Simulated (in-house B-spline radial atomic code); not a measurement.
## LC-wPBE excitations of Sr⁸⁺

Method: LC-wPBE. Computed with a B-spline radial code for spherical atoms: linear response of the closed shell [Ar] 3d10 4s2 with the functional's adiabatic kernel; scalar-relativistic (spin-free one-electron X2C), finite nucleus, no spin-orbit coupling, no double excitations, S, P, D and F terms only; shells from n = 2 respond. Only terms of natural parity with L up to 3 were computed.

Command:
```bash
python run_td.py task.json out
```
Settings (radii: box in bohr, nucleus in fm):
```
Z                        38
electrons                30
configuration            [Ar] 3d10 4s2
hamiltonian              x2c
method                   lc_wpbe
box_radius               11.59
rms_radius               4.224
intervals                69
```

Cost of the run: 1.1 s on 1 thread of Intel(R) Xeon(R) Platinum 8375C CPU @ 2.90GHz (Ice Lake) (shared host).

The lowest states, in the order of their Tamm-Dancoff energies; the method's threshold (minus the highest occupied level) is 155.81 eV. Labels give the largest channel, * marks a mixed state, and oscillator strengths are full-response dipole values. Semilocal kernels can invert the small singlet-triplet splittings of Rydberg terms. Energies in eV:

| state | full response | Tamm-Dancoff | oscillator strength |
| --- | --- | --- | --- |
| 4s → 4p 3P | 19.224 | 19.432 | - |
| 4s → 4p 1P | 26.415 | 27.189 | 1.48 |
| 4s → 4d 3D | 53.69 | 53.75 | - |
| 4s → 4d 1D | 56.50 | 56.54 | - |
| 4s → 5s 3S | 75.60 | 75.60 | - |
| 4s → 5s 1S | 77.02 | 77.07 | - |
| 4s → 4f 3F | 83.93 | 83.98 | - |
| 4s → 5p 3P | ? | ? | - |
| 4s → 5p 1P | 84.73 | 84.78 | 0.13 |
| 4s → 4f 1F | 85.10 | 85.11 | - |
| 4s → 5d 3D | ? | ? | - |
| 4s → 5d 1D | 97.77 | 97.78 | - |
| 4s → 6s 3S | 106.12 | 106.12 | - |
| 4s → 6s 1S | 106.55 | 106.57 | - |
| 4s → 5f 3F | 109.86 | 109.87 | - |
| 4s → 5f 1F | 110.22 | 110.22 | - |
| 4s → 6p 3P | 110.37 | 110.37 | - |
| 4s → 6p 1P | 110.57 | 110.59 | 0.0579 |

(1) Where does 4s → 5p 3P lie?

(2) Where does 4s → 5d 3D lie?

(3) How large is the singlet-triplet splitting of 4s → 4p (P terms) in Tamm-Dancoff?

(4) What polarisabilities and dispersion coefficient does the method give?

## Answers

(1) At 84.11 eV in full response, 84.11 eV in Tamm-Dancoff.

(2) At 97.31 eV in full response, 97.31 eV in Tamm-Dancoff.

(3) 7.76 eV, from the unrounded values.

(4) Dipole 1.729 bohr³, quadrupole 1.388 bohr⁵, C6 2.605 hartree·bohr⁶ for two such species.
